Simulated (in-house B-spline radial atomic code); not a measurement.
RPA and G0W0 for Nb VI (Nb5+), [Ar] 3d10 4s2 4p6, as one setting changes: the highest l of the empty states. Start: PBE. A dash marks a level of low quasi-particle weight. Computed with a B-spline radial code for spherical atoms: all electrons, scalar-relativistic (spin-free one-electron X2C), finite nucleus, each spin shell either full or empty, empty states to the listed l with an (l + 1/2)⁻⁴ tail; G0W0 by contour deformation at full frequency.

```tsv
highest l of the empty states	RPA summed (Eh)	RPA extrapolated (Eh)	G0W0 level (eV)
4	-2.4164	-2.7778	4p -102.92
5	-2.5727	-2.7903	4p -102.92
6	?	?	?
7	-2.6883	-2.7698	4p -102.89
8	?	?	?
9	-2.7233	-2.7586	4p -102.89
10	-2.7316	-2.7565	4p -102.89
11	-2.737	-2.7552	4p -102.88
```

Task: What belongs in the row for 6?

Result: RPA summed (Eh): -2.6484; RPA extrapolated (Eh): -2.7785; G0W0 level (eV): 4p -102.91.

Task: What belongs in the row for 8?

Result: RPA summed (Eh): -2.7103; RPA extrapolated (Eh): -2.7624; G0W0 level (eV): 4p -102.89.
